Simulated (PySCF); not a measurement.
Harmonic spectrum computed at PBE0 in the def2-TZVP basis family (core potentials from Rb on, PySCF, no spin–orbit coupling):

```
ω (cm⁻¹)  IR (km/mol)
     183         40.9
     200         41.9
     505         1854
     771          0.0
```

Q: Which molecule gave it? In each, all ligands are bound to the one heavy central atom.
A. GeO₂ (singlet)
B. AsO₂ (doublet)
C. InO₂ (doublet)
D. GaO₂ (doublet)
E. SO₂ (singlet)

A: D. It has D∞h symmetry with Ga–O 1.686 Å (×2).
